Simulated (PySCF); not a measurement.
C₂H₈AlAs, SMILES [CH3][Al]([CH3])[AsH2]. Heavy atoms are numbered as in [Al:1]([AsH2:2])([CH3:5])[CH3:9]. Hydrogens are named by the atom that carries them.

Geometry optimised at PBE-D3(BJ)/def2-SVP. The structure was generated by enumeration; whether it is a known compound was not checked.

These are PBE/pcSseg-1 (PySCF) values and carry that method's errors.

GIAO shieldings, no solvent; atoms alike by connectivity are averaged. δ = σ(ref) − σ: ⁷⁵As against AsH3 (σ = 1870.9 ppm); ¹H against TMS (σ = 31.49 ppm); ¹³C against TMS (σ = 182.0 ppm), references at their B3LYP-D3(BJ)/def2-TZVP geometries, non-relativistic.

```tsv
nucleus	atoms	count	δ (ppm)
⁷⁵As	As2 (AsH2)	1	-27.6
¹H	H on As2	2	2.00
¹H	H on C5	6	0.57
¹³C	C5 (CH3)	2	2.3
```
